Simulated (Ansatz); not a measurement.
The cluster Ag₂O⁺. Charge 1, multiplicity 2. Geometry r2SCAN-D4/def2-TZVP; atoms count from 1.

Cartesian coordinates in Å:
```
Ag -1.384 1.380 0.307
Ag 1.315 -1.314 -0.678
O 0.069 -0.066 0.370
```

In the def2 sets Ag takes a core potential; there is no spin–orbit coupling. The structure comes from a short search, and lower isomers may exist.

Q: Estimate the Mulliken populations from the PBE0/def2-TZVP orbitals of Ansatz.

A: 
```
atom  charge (e)  spin (α − β)  d electrons
 Ag1        0.77          0.00         9.92
 Ag2        0.77          0.00         9.92
  O3       -0.55          1.00            –
```
Mulliken values and Mayer orders depend strongly on the basis.

Q: Where does the spin sit?

A: Summed by element: Ag 0.00, O 1.00, of 1 unpaired in all. Largest on single atoms: O3 1.00, Ag1 0.00, Ag2 0.00.

Q: And the Mayer bond orders between bonded heavy atoms (over 0.3)?

A: Ag1–O3 0.50 (2.05 Å); Ag2–O3 0.50 (2.05 Å).
